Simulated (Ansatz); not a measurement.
CH$_{4}$ClFSi, SMILES `FC([SiH3])Cl` at its PBE0-D4/def2-TZVP geometry, where that method's forces vanish. Total charge 0; spin multiplicity 1.

```json
{"atom": "F1", "x (Å)": "1.7526", "y (Å)": "0.7909", "z (Å)": "-0.0915"}
{"atom": "C2", "x (Å)": "0.3869", "y (Å)": "0.8576", "z (Å)": "-0.0198"}
{"atom": "Si3", "x (Å)": "-0.3834", "y (Å)": "-0.8839", "z (Å)": "-0.1327"}
{"atom": "Cl4", "x (Å)": "-0.0840", "y (Å)": "1.5958", "z (Å)": "1.5317"}
{"atom": "H5", "x (Å)": "0.0452", "y (Å)": "1.5479", "z (Å)": "-0.7940"}
{"atom": "H6", "x (Å)": "0.0365", "y (Å)": "-1.5022", "z (Å)": "-1.4160"}
{"atom": "H7", "x (Å)": "-1.8573", "y (Å)": "-0.7292", "z (Å)": "-0.0964"}
{"atom": "H8", "x (Å)": "0.1035", "y (Å)": "-1.6770", "z (Å)": "1.0188"}
```

Q: For each bond, give half the difference of the two atoms' forces along it (eV/Å; positive pushes the atoms apart) under PBE-D4, r2SCAN-D4, B3LYP-D4, ωB97M-V in def2-TZVPP. (Estimate.)

A: Ansatz gave: 
```csv
bond,length (Å),PBE-D4,r2SCAN-D4,B3LYP-D4,ωB97M-V
F1–C2,1.369,0.54,0.33,0.39,0.30
C2–Si3,1.908,-0.10,-0.09,-0.01,-0.02
C2–Cl4,1.781,0.24,0.24,0.32,0.08
C2–H5,1.092,0.07,-0.09,-0.20,-0.17
Si3–H6,1.485,0.07,-0.02,-0.09,-0.12
Si3–H7,1.482,0.06,-0.02,-0.07,-0.10
Si3–H8,1.481,0.08,-0.03,-0.07,-0.10
```

B3LYP here is the variant with VWN-RPA as its local correlation; programs differ in this.
